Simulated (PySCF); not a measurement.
PySCF input for C₃H₅NOSi, SMILES O[Si@@H]1C=CC=N1, PBE0/pcSseg-1. Coordinates come from a B3LYP-D3(BJ)/def2-SVP optimisation. The structure was generated by enumeration; whether it is a known compound was not checked. The values are those of a single conformer.

```python
import numpy as np
from pyscf import gto, scf, dft
from pyscf.prop.nmr import rks as nmr

mol = gto.M(
    atom='''
    O     2.13781019    0.05979805    0.40104297
    Si    0.70976373    0.19693623   -0.43433293
    C    -0.64957260    1.26084536    0.33925724
    C    -1.70464433    0.43107276    0.46446787
    C    -1.42797839   -0.98175771    0.01298471
    N    -0.27281066   -1.29707190   -0.43763608
    H     2.09812290   -0.31864172    1.28745090
    H     1.08917288    0.60675288   -1.80513417
    H    -0.69240948    2.31605494    0.61712486
    H    -2.69154125    0.70769739    0.85198581
    H    -2.23967218   -1.72881411    0.08408351
    ''',
    basis='pcSseg-1',
    charge=0,
    spin=0,
    max_memory=1600,
    verbose=3,
)
mf = dft.RKS(mol, xc='pbe0')
mf.grids.level = 3
mf.conv_tol = 1e-10
mf.max_cycle = 100
mf.kernel()
n = nmr.NMR(mf)
n.verbose = 2
n.max_cycle_cphf = 60
sigma = n.kernel()
print('atom   isotropic/ppm   span/ppm')
for i, s in enumerate(sigma):
    w = np.linalg.eigvalsh((s + s.T) / 2)
    print(f'{mol.atom_symbol(i):2s}{i + 1:3d} {w.mean():14.3f} {w[2] - w[0]:11.3f}')
```

Output:

```
converged SCF energy = -536.373558011087
atom   isotropic/ppm   span/ppm
O   1        306.763      67.626
Si  2        350.870     117.197
C   3         32.744     272.265
C   4         30.625     233.242
C   5          1.045     216.087
N   6       -116.439     730.567
H   7         29.954      21.043
H   8         26.204       8.172
H   9         24.429       5.405
H  10         24.306       7.235
H  11         22.613       2.731
```

The calculation finished and met its thresholds.

Cost: about 30 core-seconds (a rough figure).
